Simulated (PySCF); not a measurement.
Correlation energy of S (sulfur, neutral)

[Ne] 3s2 3p4, high-spin 3P determinant. All numbers are calculated (PySCF 2.14, the spin-free X2C one-electron Hamiltonian (Gaussian nucleus), in x2c-SVPall). Frozen: [Ne]; 6 electrons correlated.

MP2 pair energies summed by pair of shells (mhartree):

| pair | energy | share (%) |
| --- | --- | --- |
| 3p-3p | -38.26 | 46.6 |
| 3s-3p | -36.20 | 44.1 |
| 3s-3s | -7.69 | 9.4 |

Total MP2 correlation energy: -82.15 mhartree.

Same-spin part -19.87 and opposite-spin part -62.29 mhartree; SCS-MP2 scales them by 1/3 and 6/5 to -81.37 mhartree.

```tsv
level	correlation energy (mhartree)
CCSD	-100.45
(T)	-1.12
CCSD(T)	-101.57
```

Diagnostics: T1 = 0.0072, D1 = 0.0208, largest double amplitude 0.050.

Cost of the coupled-cluster step: 0.12 s of wall time on 1 thread of Neoverse-N1 (shared host), for 6 correlated electrons.

Iterations:

```
CC2 = 0
CCSD nocc = (np.int64(4), np.int64(2)), nmo = (13, 13)
frozen orbitals [[0, 1, 2, 3, 4], [0, 1, 2, 3, 4]]
max_cycle = 100
direct = 0
conv_tol = 1e-08
conv_tol_normt = 1e-06
diis_space = 8
diis_start_cycle = 0
Init t2, MP2 energy = -0.0821522722265477
Init E_corr(UCCSD) = -0.0821522722286751
cycle = 1  E_corr(UCCSD) = -0.0962323745594344  dE = -0.0140801023  norm(t1,t2) = 0.0377337
cycle = 2  E_corr(UCCSD) = -0.0992057323985496  dE = -0.00297335784  norm(t1,t2) = 0.011668
cycle = 3  E_corr(UCCSD) = -0.100463490170248  dE = -0.00125775777  norm(t1,t2) = 0.00426164
cycle = 4  E_corr(UCCSD) = -0.100445143777934  dE = 1.83463923e-05  norm(t1,t2) = 0.000427081
cycle = 5  E_corr(UCCSD) = -0.10044860452505  dE = -3.46074712e-06  norm(t1,t2) = 7.90706e-05
cycle = 6  E_corr(UCCSD) = -0.100447905922707  dE = 6.98602343e-07  norm(t1,t2) = 1.42797e-05
cycle = 7  E_corr(UCCSD) = -0.100448131759278  dE = -2.25836571e-07  norm(t1,t2) = 3.15586e-06
cycle = 8  E_corr(UCCSD) = -0.10044807368305  dE = 5.80762279e-08  norm(t1,t2) = 4.89089e-07
cycle = 9  E_corr(UCCSD) = -0.100448078491206  dE = -4.80815551e-09  norm(t1,t2) = 9.33055e-08
UCCSD converged
E(UCCSD) = -398.5352826043816  E_corr = -0.1004480784912057
UCCSD(T) correction = -0.00111839833956848
```
